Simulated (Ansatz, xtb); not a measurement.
Two isomers of C6H6O

We compare a, `C#CC(=O)/C=C/C`, a singlet, with b, `C#CC(=O)/C=C\C`, a singlet. Both are isolated molecules in the gas phase, relaxed with PBE-D3(BJ)/def2-SVP; each stands in its lowest conformer found.

Quicker runs give these differences E(b) − E(a): GFN2-xTB +1.2 kcal/mol; HF/STO-3G +1.6 kcal/mol (at GFN2-xTB geometries); r2SCAN-D4/def2-SVP +2.0 kcal/mol (at GFN2-xTB geometries).

Estimate E(b) − E(a) at the level CCSD(T)/def2-SVP + ΔMP2/def2-TZVPP.

Calculated at CCSD(T)/def2-SVP + ΔMP2/def2-TZVPP: E(b) − E(a) = +3.1 kcal/mol, so structure a lies lower.

Level by level:

| level | geometry | E(b) − E(a) (kcal/mol) | departure from the last row (kcal/mol) | job, with rough time for the two |
| --- | --- | --- | --- | --- |
| GFN2-xTB | GFN2-xTB | +1.2 | −2.0 | optimisation, 0.12 s |
| HF/STO-3G | GFN2-xTB | +1.6 | −1.5 | single point, 0.32 s |
| r2SCAN-D4/def2-SVP | GFN2-xTB | +2.0 | −1.1 | single point, 2.4 s |
| PBE-D3(BJ)/def2-SVP | PBE-D3(BJ)/def2-SVP | +1.5 | −1.6 | optimisation, 21 s |
| HF/def2-SVP | PBE-D3(BJ)/def2-SVP | +2.5 | −0.7 | part of the CCSD(T) run |
| MP2/def2-SVP | PBE-D3(BJ)/def2-SVP | +2.3 | −0.9 | part of the CCSD(T) run |
| CCSD(T)/def2-SVP | PBE-D3(BJ)/def2-SVP | +2.1 | −1.1 | single point |
| CCSD(T)/def2-SVP + ΔMP2/def2-TZVPP | PBE-D3(BJ)/def2-SVP | +3.1 |  | single point, 32 s |

As drawn, both hold the same kinds of bond in the same numbers.

None of the levels shown reverses the order. The largest departure from CCSD(T)/def2-SVP + ΔMP2/def2-TZVPP is that of GFN2-xTB, 2.0 kcal/mol. A small imaginary or near-zero mode remains, so no thermal terms are given. The last row adds to CCSD(T) the change of the MP2 difference between the two basis sets, here +1.1 kcal/mol.

The correlated steps freeze 7 core orbitals. Run with Ansatz 0.2.0, xtb 6.7.1; the last row on 2 threads of Intel(R) Xeon(R) 6975P-C (Granite Rapids) on a shared host.
